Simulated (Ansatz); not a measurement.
BrGeH (SMILES [GeH][Br]) moved off its minimum; all values from Ansatz (an electronic-structure program), cores frozen in correlated methods.
(charge 0, multiplicity 1)
```xyz
3

Ge    -0.8325    -0.5871     0.9580
H     -1.7018    -1.0984    -0.3437
Br     0.8230     0.4176    -0.7765
```

```
level                largest force (eV/Å)  on atom  rms difference from CCSD(T)/aug-cc-pVTZ (eV/Å)  dipole (D)
-------------------  --------------------  -------  ----------------------------------------------  ----------
HF/def2-TZVPP                        2.39      Ge1                                           0.181        3.96
PBE/def2-TZVPP                       1.90      Ge1                                           0.111        2.90
r2SCAN/def2-TZVPP                    2.22      Ge1                                           0.061        3.04
B3LYP/def2-TZVPP                     1.98      Ge1                                           0.057        3.26
wB97M-V/def2-TZVPP                   2.35      Ge1                                           0.126        3.58
MP2/aug-cc-pVTZ                      2.28      Ge1                                           0.095        3.42
CCSD(T)/aug-cc-pVTZ                  2.09      Ge1                                           0.000        3.25
```

The differences count from one level among others, with limits of its own. Forces at CCSD(T)/aug-cc-pVTZ (eV/Å):

```
atom      Fx      Fy      Fz
----  ------  ------  ------
Ge1    0.805   0.496  -1.867
H2     0.179   0.103   0.640
Br3   -0.985  -0.599   1.227
```
